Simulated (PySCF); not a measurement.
A species of formula C5H9OP has this rotational fingerprint, computed with PBE0-D3(BJ)/def2-SVP geometry optimisation, gas phase in PySCF:

* Rotational constants: A = 4392, B = 973.7, C = 805.1 MHz
* Dipole components: |μa| = 1.73 D, |μb| = 1.63 D, |μc| = 0.00 D
* Inertial defect: -6.41 u·Å²
* κ: -0.91

**Question.** Which candidate fits, each taken in the one conformer that was computed?
A. `[CH3:1]/[CH:2]=[CH:3]/[P:4]=[CH:5]\[O:6][CH3:7]` with C2–C3–P4–C5 180°, P4–C5–O6–C7 179°
B. `[CH2:1]=[CH:2][C@@H:3]1[CH2:4][CH2:5][P@H:6]1=[O:7]` with C1–C2–C3–C4 132°, C2–C3–C4–C5 -150°, C3–C4–C5–P6 25°, C4–C5–P6–O7 -148°, C2–C3–P6–C5 145°
C. `[CH2:1]=[CH:2][P@@H:3](=[O:4])/[CH:5]=[CH:6]\[CH3:7]` with C1–C2–P3–O4 1°, C2–P3–C5–C6 73°

**Answer.** A. It is C/C=C/P=C\OC, a near-prolate asymmetric top, point group Cs. The candidates at the same level (rigid rotor, commonest isotopes):

| SMILES | A (MHz) | B (MHz) | C (MHz) | μa (D) | μb (D) | μc (D) | Δ (u·Å²) | point group | rotor |
| --- | --- | --- | --- | --- | --- | --- | --- | --- | --- |
| C/C=C/P=C\OC | 4392 | 973.7 | 805.1 | 1.73 | 1.63 | 0.00 | -6.41 | Cs | near-prolate asymmetric top |
| C=C[C@@H]1CC[P@H]1=O | 3120 | 1988 | 1317 | 1.29 | 3.79 | 0.79 | -32.43 | C1 | asymmetric top |
| C=C[P@@H](=O)/C=C\C | 3578 | 1413 | 1142 | 3.15 | 3.33 | 0.08 | -56.27 | C1 | asymmetric top |

`C=C[C@@H]1CC[P@H]1=O` has B 104 % too high; `C=C[P@@H](=O)/C=C\C` has B 45 % too high. In the right answer the mirror of this Cs structure is the ab plane, so μc vanishes by symmetry (the 0.01 D computed is a residue). No structure here is proved a minimum.
